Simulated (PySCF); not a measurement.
Cl₂Ge, SMILES [Cl][Ge][Cl] (connectivity only; charge and spin as stated), charge +1, multiplicity 2. Coordinates come from a PBE0-D3(BJ)/def2-TZVP optimisation. The spin state was assumed, not searched. The isomer is the one that the SMILES or the coordinates give; other isomers of the formula were not compared.

Calculation: PySCF with PBE0-D3(BJ)/def2-TZVP.

Harmonic wavenumbers (cm⁻¹): 134, 432, 495. Rotational constants (GHz): 13.29, 2.196, 1.885; symmetry number 2.

### Question
Work out the zero-point energy and the ideal-gas rigid-rotor harmonic-oscillator thermochemistry at 298.15 K and 1 atm.

### Answer
ZPE = ½ Σ hcν = ½ × 1061 cm⁻¹ = 1.52 kcal/mol. H − E(el) = 4.63 kcal/mol. Entropy in cal/(mol K): translation 40.80, rotation 24.79, vibration 4.41, spin 1.38, total 71.38. G − E(el) = -16.66 kcal/mol. Cp = 12.53 cal/(mol K). Modes under 150 cm⁻¹ make the vibrational entropy uncertain.
